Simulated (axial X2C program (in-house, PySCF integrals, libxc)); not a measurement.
## Potential curves of SI⁻, two-component

All values were computed with an in-house all-electron X2C program for linear molecules (integrals from PySCF). Two-component (2c) means X2C with spin–orbit coupling and atomic mean-field two-electron Coulomb and Gaunt terms. Basis: I dyall-acv3z [12s13p9d5f1g], S dyall-av3z [9s8p3d2f] (cores contracted in-house); Gaussian nuclei, density fitting, unrestricted open shells. Masses: I 126.904 u, S 31.972 u.

State: Ω = 0 (closed shell). Energies in eV from the fragments at the same level (I- + S). Fits are polynomials in 1 − R0/R over 0.85 to 1.23 times the lowest point R0.

```json
{"R (Å)": "2.0993", "MP2": "-0.8148", "PBE0": "-0.9286", "PBE50": "-0.8070"}
{"R (Å)": "2.1958", "MP2": "-1.3526", "PBE0": "-1.4443", "PBE50": "-1.2958"}
{"R (Å)": "2.2682", "MP2": "-1.5749", "PBE0": "-1.6570", "PBE50": "-1.4874"}
{"R (Å)": "2.3406", "MP2": "-1.6847", "PBE0": "-1.7622", "PBE50": "-1.5712"}
{"R (Å)": "2.4130", "MP2": "-1.7105", "PBE0": "-1.7877", "PBE50": "-1.5756"}
{"R (Å)": "2.4975", "MP2": "-1.6635", "PBE0": "-1.7455", "PBE50": "-1.5094"}
{"R (Å)": "2.5819", "MP2": "-1.5583", "PBE0": "-1.6499", "PBE50": "-1.3909"}
{"R (Å)": "2.6905", "MP2": "-1.3674", "PBE0": "-1.4780", "PBE50": "-1.1916"}
{"R (Å)": "2.8232", "MP2": "-1.0868", "PBE0": "-1.2297", "PBE50": "-0.9131"}
{"R (Å)": "3.0162", "MP2": "-0.6484", "PBE0": "-0.8524", "PBE50": "-0.4985"}
```

Correlated methods: 14 electrons correlated (number of frozen shells: I 4 s, 3 p, 2 d; S 2 s, 1 p), 276 virtual spin orbitals or spinors in MP2.

One determinant describes the state; a PBE0 search over occupations chose it and may have missed a lower one. Closed shells are restricted here (equal orbitals for both partners); the stretched side of such a curve lies too high. De is counted from the lowest determinant-based energies of the atoms at the same level, without counterpoise correction. The 2c atoms are single determinants rather than J levels; their spin–orbit lowering is only partly caught, and De is too large by that part. This holds for PBE0, PBE50. Without a current term, density functionals place determinants with orbital angular momentum somewhat too high. MP2 and coupled cluster on one determinant become unreliable at the stretched end.

Fit the MP2 curve near its minimum: give the equilibrium distance, the harmonic wavenumber and the well depth.

At MP2, 2c: Re = 2.403 Å, ωe ≈ 361 cm⁻¹, De = 1.71 eV to I- + S; Be follows as 0.114 cm⁻¹.

What are Re, ωe and De at the PBE0 level?

At PBE0, 2c: Re = 2.405 Å, ωe ≈ 348 cm⁻¹, De = 1.79 eV to I- + S; Be follows as 0.114 cm⁻¹.

Fit the PBE50 curve near its minimum: give the equilibrium distance, the harmonic wavenumber and the well depth.

At PBE50, 2c: Re = 2.381 Å, ωe ≈ 366 cm⁻¹, De = 1.58 eV to I- + S; Be follows as 0.116 cm⁻¹.
